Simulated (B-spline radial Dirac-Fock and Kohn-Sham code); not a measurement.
## Sr²¹⁺: scattering cross sections and density moments

System: the Sr²¹⁺ ion, [Ne] 3s2 3p5.

Calculated with a radial atomic solver, using Dirac-Fock densities.

* Sum of ⟨r⟩: 4.319 bohr
* Sum of ⟨r²⟩: 1.719 bohr²
* Sum of ⟨1/r⟩: 170.21 per bohr
* Langevin diamagnetic susceptibility: -1.36 × 10⁻⁶ cm³/mol
* Lamb shielding (α²/3)Σ⟨1/r⟩: 3021 ppm

Coherent scattering is the Thomson cross section weighted by f₀², without anomalous dispersion; incoherent scattering is Klein-Nishina weighted by S. The Lamb formula is the non-relativistic shielding expression. Electron correlation is left out. A dash stands where the photon energy is too low for the impulse approximation behind that column.

| hν (keV) | coherent (b) | incoherent (b) | incoherent per electron (b) |
| --- | --- | --- | --- |
| 2 | 188.6 | – | – |
| 5 | 171.4 | 0.6852 | 0.0403 |
| 17.4793 | 80.74 | 3.742 | 0.220 |
| 20 | 70.29 | 4.162 | 0.245 |
| 30 | 44.71 | 5.351 | 0.315 |
| 50 | 21.97 | 6.535 | 0.384 |
| 100 | 7.157 | 7.052 | 0.415 |
| 500 | 0.3639 | 4.822 | 0.284 |

Incoherent scattering overtakes coherent scattering between 100 and 500 keV.
